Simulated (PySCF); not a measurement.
ClTl, charge +1, doublet, at the geometry of the source list (a state made from the parent by changing its charge; the spin is typed, not shown lowest) (core potentials on Tl); DF-B3LYP/def2-TZVP (PySCF).

Here is a job for PySCF.
```python
from pyscf import gto, scf, dft

mol = gto.M(
    atom='''
Tl   -0.79390000   -0.70110000   -0.74560000
Cl    0.79390000    0.70110000    0.74560000
''',
    basis='def2-tzvp',
    ecp={'Tl': 'def2-tzvp'},
    charge=1,
    spin=1,
    verbose=4,
)

mf = dft.UKS(mol)
mf.xc = 'b3lyp'
mf = mf.density_fit(auxbasis='def2-universal-jkfit')
mf.kernel()
mf.analyze()
```

Problem. What does PySCF print? Leave out banner, timings and long lists.

Solution. 
```
PySCF version 2.14.0

[INPUT] verbose = 4
[INPUT] num. atoms = 2
[INPUT] num. electrons = 37
[INPUT] charge = 1
[INPUT] spin (= nelec alpha-beta = 2S) = 1
[INPUT] symmetry False subgroup None
[INPUT] Mole.unit = angstrom
[INPUT] Symbol           X                Y                Z      unit          X                Y                Z       unit  Magmom
[INPUT]  1 Tl    -0.793900000000  -0.701100000000  -0.745600000000 AA   -1.500253570292  -1.324886985933  -1.408979798476 Bohr   0.0
[INPUT]  2 Cl     0.793900000000   0.701100000000   0.745600000000 AA    1.500253570292   1.324886985933   1.408979798476 Bohr   0.0

nuclear repulsion = 72.9251466741506
number of shells = 29
number of NR pGTOs = 154
number of NR cGTOs = 87
basis = def2-tzvp
ecp = {'Tl': 'def2-tzvp'}

******** <class 'pyscf.df.df_jk.DFUKS'> ********
method = DFUKS
initial guess = minao
damping factor = 0
level_shift factor = 0
DIIS = <class 'pyscf.scf.diis.CDIIS'>
diis_start_cycle = 1
diis_space = 8
diis_damp = 0
SCF conv_tol = 1e-09
SCF conv_tol_grad = None
SCF max_cycles = 50
direct_scf = False
number electrons alpha = 19  beta = 18
XC library pyscf.dft.libxc version 7.1.2
    S. Lehtola, C. Steigemann, M. J. T. Oliveira, and M. A. L. Marques,  SoftwareX 7, 1–5 (2018)
XC functionals = b3lyp
    P. J. Stephens, F. J. Devlin, C. F. Chabalowski, and M. J. Frisch,  J. Phys. Chem. 98, 11623 (1994)
radial grids:
    Treutler-Ahlrichs [JCP 102, 346 (1995); DOI:10.1063/1.469408] (M4) radial grids

becke partition: Becke, JCP 88, 2547 (1988); DOI:10.1063/1.454033
pruning grids: <function nwchem_prune>
grids dens level: 3
symmetrized grids: False
atomic radii adjust function: <function treutler_atomic_radii_adjust>
small_rho_cutoff = 0
Set gradient conv threshold to 3.16228e-05
tot grids = 41808
******** <class 'pyscf.df.df.DF'> ********
auxbasis = def2-universal-jkfit
init E= -602.592836451079

cycle= 1 E= -632.017823685764  delta_E= -29.4  |g|= 1.05  |ddm|= 6.49
cycle= 2 E= -631.521422848385  delta_E= 0.496  |g|= 1.47  |ddm|= 3.62
cycle= 3 E= -632.479288040202  delta_E= -0.958  |g|= 0.272  |ddm|= 2.21
cycle= 4 E= -632.518244282501  delta_E= -0.039  |g|= 0.108  |ddm|= 0.398
cycle= 5 E= -632.521569618272  delta_E= -0.00333  |g|= 0.0303  |ddm|= 0.111
cycle= 6 E= -632.521931663704  delta_E= -0.000362  |g|= 0.00865  |ddm|= 0.0307
cycle= 7 E= -632.521959113788  delta_E= -2.75e-05  |g|= 0.00108  |ddm|= 0.0103
cycle= 8 E= -632.521959709508  delta_E= -5.96e-07  |g|= 0.000154  |ddm|= 0.00106
cycle= 9 E= -632.521959725023  delta_E= -1.55e-08  |g|= 5.54e-05  |ddm|= 0.000288
cycle= 10 E= -632.521959726762  delta_E= -1.74e-09  |g|= 1.02e-05  |ddm|= 6.04e-05
cycle= 11 E= -632.52195972746  delta_E= -6.98e-10  |g|= 9.68e-06  |ddm|= 7.19e-05
Extra cycle  E= -632.521959728564  delta_E= -1.1e-09  |g|= 1.23e-05  |ddm|= 9.26e-05
converged SCF energy = -632.521959728564  <S^2> = 0.75345256  2S+1 = 2.0034496
**** SCF Summaries ****
Total Energy =                        -632.521959728563957
Nuclear Repulsion Energy =              72.925146674150596
One-electron Energy =                -1073.472205473366103
Two-electron Energy =                  368.025099070651549
Two-electron Coulomb Energy =          411.075523690752448
DFT Exchange-Correlation Energy =      -43.050424620100898
**** MO energy ****
                             alpha | beta                alpha | beta
MO #1   energy= -101.808896675155  | -101.801308599066  occ= 1 | 1
MO #2   energy= -9.73776672339996  | -9.73105116971182  occ= 1 | 1
MO #3   energy= -7.51037265347346  | -7.48734429202123  occ= 1 | 1
MO #4   energy= -7.48877914908343  | -7.48450670059054  occ= 1 | 1
MO #5   energy= -7.48736113811493  | -7.48317151773066  occ= 1 | 1
MO #6   energy= -5.24407556377294  | -5.24394759816541  occ= 1 | 1
MO #7   energy= -3.21683276497992  | -3.21658292077272  occ= 1 | 1
MO #8   energy= -3.2160704347889   | -3.21602963107803  occ= 1 | 1
MO #9   energy= -3.21414320619091  | -3.21398604237797  occ= 1 | 1
MO #10  energy= -1.08795915949342  | -1.03625705694854  occ= 1 | 1
MO #11  energy= -0.870048725387311 | -0.869694046965356 occ= 1 | 1
MO #12  energy= -0.86971017036786  | -0.86963152975872  occ= 1 | 1
MO #13  energy= -0.869624577941226 | -0.868849204426368 occ= 1 | 1
MO #14  energy= -0.869461445173636 | -0.868403999106903 occ= 1 | 1
MO #15  energy= -0.868401900551184 | -0.86826072746289  occ= 1 | 1
MO #16  energy= -0.653335407915279 | -0.64581690364068  occ= 1 | 1
MO #17  energy= -0.637116375596016 | -0.567432403031411 occ= 1 | 1
MO #18  energy= -0.58261884922537  | -0.526653095588222 occ= 1 | 1
MO #19  energy= -0.534616495396486 | -0.472642419429576 occ= 1 | 0
MO #20  energy= -0.269057137449631 | -0.265768356544055 occ= 0 | 0
MO #21  energy= -0.265326761086456 | -0.265171122306185 occ= 0 | 0
MO #22  energy= -0.215182931997415 | -0.212338063773258 occ= 0 | 0
MO #23  energy= -0.0728198315126666 | -0.069785040897316 occ= 0 | 0
MO #24  energy= -0.0637553728306007 | -0.0625267394224728 occ= 0 | 0
MO #25  energy= -0.0614986875588435 | -0.0614980850588001 occ= 0 | 0
MO #26  energy= -0.0262886020548996 | -0.025824443912438 occ= 0 | 0
MO #27  energy= -0.0214777809556829 | -0.0199599976430252 occ= 0 | 0

spin_pop of  0 Tl 5s        0.00000
spin_pop of  0 Tl 6s        0.00026
spin_pop of  0 Tl 7s       -0.00009
spin_pop of  0 Tl 8s       -0.00003
spin_pop of  0 Tl 9s       -0.00000
spin_pop of  0 Tl 10s        0.00001
spin_pop of  0 Tl 5px       0.00000
spin_pop of  0 Tl 5py       0.00001
spin_pop of  0 Tl 5pz       0.00002
spin_pop of  0 Tl 6px      -0.00031
spin_pop of  0 Tl 6py      -0.00017
spin_pop of  0 Tl 6pz      -0.00013
spin_pop of  0 Tl 7px      -0.00006
spin_pop of  0 Tl 7py      -0.00004
spin_pop of  0 Tl 7pz      -0.00004
spin_pop of  0 Tl 8px      -0.00131
spin_pop of  0 Tl 8py      -0.00074
spin_pop of  0 Tl 8pz      -0.00044
spin_pop of  0 Tl 9px      -0.00013
spin_pop of  0 Tl 9py      -0.00006
spin_pop of  0 Tl 9pz      -0.00003
spin_pop of  0 Tl 5dxy      0.00082
spin_pop of  0 Tl 5dyz      0.00018
spin_pop of  0 Tl 5dz^2     0.00013
spin_pop of  0 Tl 5dxz      0.00036
spin_pop of  0 Tl 5dx2-y2    0.00000
spin_pop of  0 Tl 6dxy      0.00005
spin_pop of  0 Tl 6dyz      0.00001
spin_pop of  0 Tl 6dz^2    -0.00002
spin_pop of  0 Tl 6dxz      0.00013
spin_pop of  0 Tl 6dx2-y2   -0.00003
spin_pop of  0 Tl 7dxy      0.00026
spin_pop of  0 Tl 7dyz      0.00003
spin_pop of  0 Tl 7dz^2    -0.00008
spin_pop of  0 Tl 7dxz     -0.00009
spin_pop of  0 Tl 7dx2-y2   -0.00001
spin_pop of  0 Tl 5f-3     -0.00000
spin_pop of  0 Tl 5f-2      0.00000
spin_pop of  0 Tl 5f-1      0.00000
spin_pop of  0 Tl 5f+0      0.00000
spin_pop of  0 Tl 5f+1     -0.00000
spin_pop of  0 Tl 5f+2     -0.00000
spin_pop of  0 Tl 5f+3     -0.00000
spin_pop of  0 Tl 6f-3     -0.00002
spin_pop of  0 Tl 6f-2      0.00002
spin_pop of  0 Tl 6f-1     -0.00000
spin_pop of  0 Tl 6f+0      0.00004
spin_pop of  0 Tl 6f+1     -0.00001
spin_pop of  0 Tl 6f+2      0.00001
spin_pop of  0 Tl 6f+3     -0.00000
spin_pop of  1 Cl 1s       -0.00000
spin_pop of  1 Cl 2s       -0.00001
spin_pop of  1 Cl 3s       -0.00069
spin_pop of  1 Cl 4s        0.00000
spin_pop of  1 Cl 5s       -0.00000
spin_pop of  1 Cl 2px       0.00000
spin_pop of  1 Cl 2py       0.00002
spin_pop of  1 Cl 2pz       0.00003
spin_pop of  1 Cl 3px       0.04753
spin_pop of  1 Cl 3py       0.34314
spin_pop of  1 Cl 3pz       0.60645
spin_pop of  1 Cl 4px       0.00031
spin_pop of  1 Cl 4py       0.00092
spin_pop of  1 Cl 4pz       0.00141
spin_pop of  1 Cl 5px       0.00000
spin_pop of  1 Cl 5py       0.00001
spin_pop of  1 Cl 5pz       0.00001
spin_pop of  1 Cl 6px      -0.00002
spin_pop of  1 Cl 6py      -0.00001
spin_pop of  1 Cl 6pz       0.00000
spin_pop of  1 Cl 3dxy      0.00026
spin_pop of  1 Cl 3dyz      0.00072
spin_pop of  1 Cl 3dz^2     0.00072
spin_pop of  1 Cl 3dxz      0.00023
spin_pop of  1 Cl 3dx2-y2    0.00009
spin_pop of  1 Cl 4dxy      0.00001
spin_pop of  1 Cl 4dyz     -0.00000
spin_pop of  1 Cl 4dz^2     0.00004
spin_pop of  1 Cl 4dxz      0.00000
spin_pop of  1 Cl 4dx2-y2   -0.00001
spin_pop of  1 Cl 4f-3      0.00004
spin_pop of  1 Cl 4f-2      0.00004
spin_pop of  1 Cl 4f-1      0.00009
spin_pop of  1 Cl 4f+0      0.00005
spin_pop of  1 Cl 4f+1      0.00004
spin_pop of  1 Cl 4f+2      0.00003
spin_pop of  1 Cl 4f+3      0.00004
In total            19.00000 | 18.00000

WARN: System has nonzero charge 1; the dipole moment is origin-dependent.
Location of origin: [0. 0. 0.]

Dipole moment(X, Y, Z, Debye): -1.86003, -1.64251, -1.74707
```
